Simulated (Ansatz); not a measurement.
The cluster Y2O2. Total charge 0; singlet. Geometry relaxed at PBE0-D4/def2-TZVP.

```xyz
4

Y    -0.925    0.900    1.459
Y     1.374   -0.993   -0.960
O    -0.556   -0.586   -0.069
O     0.107    0.679   -0.430
```

In the def2 sets Y takes a core potential; there is no spin–orbit coupling. The structure holds one bond between oxygen atoms, so isomers without such links may lie far lower. The restricted singlet is unstable: a solution with broken spin symmetry lies lower. The relaxation made no stability test and no search for a lower SCF solution. The geometry of the singlet was relaxed on an unsound state (restricted singlet, unstable towards broken spin symmetry). The structure comes from a short search, and lower isomers may exist.

(1) Estimate the harmonic wavenumbers at RKS PBE0-D4/def2-TZVP (Ansatz, unscaled). Is this a minimum?

## Answers

(1) 37, 269, 316, 359, 519, 929 cm⁻¹. Yes, no mode is imaginary beyond noise. Zero-point energy 14.5 kJ/mol. Hardware: 4 threads of Intel Xeon on a shared host. Wall time 33 s.
